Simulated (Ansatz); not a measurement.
Input for Ansatz (development build ahead of 0.2.0):

```yaml
crystal:
  periodic: [false, false, false]
  atoms:
    - { symbol: F, position_ang: [0.71, 0.0, 3.3] }
    - { symbol: F, position_ang: [-0.71, 0.0, 3.3] }
    - { symbol: Li, position_ang: [1.34, 0.0, 0.0] }
    - { symbol: Li, position_ang: [-1.34, 0.0, 0.0] }
basis:
  gaussian: { orbitals: "6-31G" }
hamiltonian:
  xc: hf
```

The input is written out in the form of the current development build from the run's settings.

The run gave:

* Converged: yes
* Total energy: -213.50708 hartree
* Spin squared of the determinant: 0.000

Caution: stretched shape with no unrestricted run beside it, a lower state can exist.
